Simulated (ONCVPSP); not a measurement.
Building the ONCV potential for nitrogen (PBE, scalar-relativistic).

nitrogen (N), optimised norm-conserving Vanderbilt (ONCV), made with ONCVPSP 4.0.1 (PBE, scalar-relativistic). Core [He], reference 2s2 2p3. Waves: 2s: rc 0.95 bohr, ncon 5, nbas 8, qcut 6.5 1/bohr, local; 2p: rc 1.20 bohr, ncon 4, nbas 8, qcut 6.5 1/bohr, 2 projectors, debl 1.5 Ha; d scattering state at 0.4 Ha: rc 1.15 bohr, ncon 3, nbas 8, qcut 8.5 1/bohr, 2 projectors, debl 1.7 Ha. Local part: the s channel. Core correction: none.

- Cutoffs needed: 76 Ha and 147 Ha (the cutoffs (Ha) at which the residual kinetic energy of the hardest occupied pseudo-wave falls to 1 and 0.1 mHa per electron)
- Ghost test: no bound ghost flagged; no localised positive-energy state flagged
- Configuration tests: 1 of 4 tests not solved or not reliable
